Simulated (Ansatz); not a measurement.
The cluster Zn₂Se₂⁻, relaxed as a doublet with UKS PBE-D4/def2-SVPD in Ansatz, starting from the GFN1-xTB geometry. Force threshold 0.02 eV/Å.

The highest occupied level of the charge -1 doublet lies above zero (up to 0.27 eV). It is a level of α spin, whose loss leaves a singlet; that state wasn't run at this geometry and level. The electron is either unbound and held by the finite basis, or the level is raised by self-interaction error. The relaxation made no stability test and no search for a lower SCF solution. Another isomer (doublet) lies 1.48 eV lower at PBE0-D4/def2-TZVPD; other spin states weren't run for this one.

Start:

```xyz
4

Zn   -0.086   -0.170    1.867
Zn    1.811   -0.233    0.277
Se   -0.745    1.320   -0.959
Se   -0.981   -0.918   -1.185
```

```csv
step,energy (eV),largest force component (eV/Å),SCF passes
1,-227477.6334,0.508,27
2,-227477.8082,1.143,45
3,-227478.1275,0.616,33
4 (rejected),-227477.9700,1.333,28
5,-227478.2110,0.183,27
6,-227478.2284,0.140,23
7,-227478.2322,0.040,21
8,-227478.2339,0.056,21
9,-227478.2450,0.078,23
10,-227478.2845,0.175,25
11,-227478.3918,0.551,25
12,-227478.4637,0.708,25
13,-227478.5658,0.157,25
14,-227478.5709,0.041,21
15,-227478.5712,0.015,21
```

Force components are those of the run's own axes.

End:

Cartesian coordinates in Å:
```
Zn -0.0123 0.5001 1.6842
Zn 1.5369 -0.8415 0.1865
Se -1.1689 1.1863 -0.4229
Se -0.3557 -0.8449 -1.4478
```

Bonds formed: Zn1–Se3, Zn2–Se4 (atoms count from 1).

No frequencies were taken in this run, so the end may be a saddle point.

Hardware: 4 threads of Intel Xeon 6975P-C on a shared host. Wall time 20 s.
